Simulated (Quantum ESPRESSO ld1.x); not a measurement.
All-electron atom: Ti+ in [Ar] 3d2 4s1.

Calculated with ld1.x of Quantum ESPRESSO 7.5: Dirac Kohn-Sham, relativistic LDA (MacDonald-Vosko exchange, VWN5 correlation), spin-unpolarised, spherical densities, point nucleus; open shells are shared between the two j in proportion to 2j + 1.

Energy parts (hartree):
| part | energy |
|---|---|
| total | -850.886 |
| kinetic | 857.561 |
| electron-nucleus | -2020.002 |
| Hartree | 350.844 |
| exchange-correlation | -39.289 |

Orbitals (lengths in bohr, moments of r in powers of bohr; <r^-3> diverges for s and p1/2):
orbital  occ.  eigenvalue (hartree)  <r^-3>  small-component weight
1s1/2       2             -178.2999       -                6.17e-03
2s1/2       2              -19.9121       -                1.07e-03
2p1/2       2              -16.7092       -                1.06e-03
2p3/2       4              -16.4983   259.0                1.04e-03
3s1/2       2               -2.5553       -                2.23e-04
3p1/2       2               -1.7117       -                1.92e-04
3p3/2       4               -1.6873   30.12                1.89e-04
3d3/2     0.8               -0.4296   2.058                1.04e-04
3d5/2     1.2               -0.4278   2.034                1.03e-04
4s1/2       1               -0.3889       -                2.96e-05

The highest occupied level is 4s1/2 at -10.583 eV. The density falls to 0.001 e/bohr^3 at r = 4.18 bohr.
